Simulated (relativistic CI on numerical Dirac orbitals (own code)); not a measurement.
## Calculated levels, Ho V

These numbers are calculated, not measured: Dirac-Coulomb-Breit CI, orbitals from a KLI potential per configuration, a model potential for QED, valence Slater integrals scaled by 0.85 (own radial code, finite nucleus).

Configurations in the expansion (outside the closed core [Xe]): 4f9.

The lowest level is 4f9 6H°_15/2, with 92 % of that term; Hund's rules for 4f9 give 6H° with J = 15/2, in agreement.

| No. | Configuration | Term | J | E (eV) | % | Next component (%) | jj configuration (%) |
| --- | --- | --- | --- | --- | --- | --- | --- |
| 1 | 4f9 | 6H° | 15/2 | 0.0000 | 92 | 7 4I° | 4f5/2^5 4f7/2^4 (43) |
| 2 | 4f9 | 6H° | 13/2 | 0.5228 | 95 | 4 4I° | 4f5/2^5 4f7/2^4 (54) |
| 3 | 4f9 | 6H° | 11/2 | 0.8627 | 91 | 4 4G° | 4f5/2^4 4f7/2^5 (53) |
| 4 | 4f9 | 6H° | 9/2 | 1.1303 | 91 | 6 4G° | 4f5/2^4 4f7/2^5 (34) |
| 5 | 4f9 | 6F° | 11/2 | 1.2027 | 92 | 5 4G° | 4f5/2^5 4f7/2^4 (48) |
| 6 | 4f9 | 6H° | 7/2 | 1.3404 | 91 | 8 4G° | 4f5/2^4 4f7/2^5 (38) |
| 7 | 4f9 | 6F° | 9/2 | 1.3561 | 82 | 14 4F° | 4f5/2^5 4f7/2^4 (38) |
| 8 | 4f9 | 6H° | 5/2 | 1.4955 | 90 | 9 4G° | 4f5/2^4 4f7/2^5 (36) |
| 9 | 4f9 | 6F° | 7/2 | 1.6579 | 89 | 8 4F° | 4f5/2^4 4f7/2^5 (41) |
| 10 | 4f9 | 6F° | 5/2 | 1.8708 | 91 | 5 4D° | 4f5/2^4 4f7/2^5 (40) |
| 11 | 4f9 | 6F° | 3/2 | 1.9755 | 87 | 10 4D° | 4f5/2^4 4f7/2^5 (51) |
| 12 | 4f9 | 6F° | 1/2 | 2.0598 | 88 | 11 4D° | 4f5/2^5 4f7/2^4 (39) |
| 13 | 4f9 | 4I° | 15/2 | 2.7442 | 46 | 18 2K° | 4f7/2^3 (59) |
| 14 | 4f9 | 4F° | 9/2 | 2.7940 | 58 | 18 4G° | 4f5/2^4 4f7/2^5 (34) |
| 15 | 4f9 | 4M° | 21/2 | 3.0791 | 92 | 8 2N° | 4f5/2^5 4f7/2^4 (67) |
| 16 | 4f9 | 4G° | 11/2 | 3.1023 | 87 | 4 6H° | 4f5/2^5 4f7/2^4 (39) |
| 17 | 4f9 | 4K° | 17/2 | 3.2231 | 43 | 24 4L° | 4f5/2^5 4f7/2^4 (94) |
| 18 | 4f9 | 4M° | 19/2 | 3.2783 | 61 | 34 4L° | 4f5/2^5 4f7/2^4 (64) |
| 19 | 4f9 | 4I° | 13/2 | 3.3178 | 65 | 20 4K° | 4f5/2^5 4f7/2^4 (59) |
| 20 | 4f9 | 4F° | 7/2 | 3.4634 | 55 | 21 4G° | 4f5/2^5 4f7/2^4 (43) |
| 21 | 4f9 | 4M° | 15/2 | 3.6192 | 52 | 21 4I° | 4f5/2^4 4f7/2^5 (63) |
| 22 | 4f9 | 4I° | 11/2 | 3.6479 | 76 | 13 4K° | 4f5/2^4 4f7/2^5 (48) |
| 23 | 4f9 | 4D° | 3/2 | 3.7254 | 29 | 27 2P° | 4f7/2^3 (60) |
| 24 | 4f9 | 4M° | 17/2 | 3.8379 | 59 | 40 4K° | 4f5/2^4 4f7/2^5 (89) |
| 25 | 4f9 | 4I° | 9/2 | 3.8895 | 87 | 11 2H° | 4f5/2^4 4f7/2^5 (40) |
| 26 | 4f9 | 4F° | 5/2 | 3.9287 | 35 | 18 4G° | 4f5/2^4 4f7/2^5 (38) |
| 27 | 4f9 | 4L° | 19/2 | 4.0096 | 57 | 37 4M° | 4f5/2^4 4f7/2^5 (72) |
| 28 | 4f9 | 4K° | 15/2 | 4.0280 | 58 | 16 4L° | 4f5/2^4 4f7/2^5 (53) |
| 29 | 4f9 | 4G° | 9/2 | 4.0389 | 50 | 23 4F° | 4f5/2^3 4f7/2^6 (36) |
| 30 | 4f9 | 2F° | 7/2 | 4.1956 | 30 | 26 4F° | 4f5/2^5 4f7/2^4 (41) |

Energies count from the lowest computed level; ° marks odd parity. Filled j subshells are mostly left out of the jj labels.

The mean weight of the leading LS term, summed over parents, in these 30 levels is 71 %, and that of the leading jj configuration (from the same eigenvectors) 50 %, so LS coupling describes them better.

One configuration and one scale for all Slater integrals: terms of lower spin can come out thousands of cm⁻¹ low, and their order can be wrong.

Landé's interval rule says that E(J) − E(J−1) = AJ with one A. For the ground term the intervals give A = -357.4, -376.6, -392.4, -421.8, -562.2 cm⁻¹ for J = 7/2, 9/2, 11/2, 13/2, 15/2; the multiplet is inverted.

LS names give the leading component of a level, which can be under half, so a name can repeat, a term be missing and a line seem to break the LS rules.
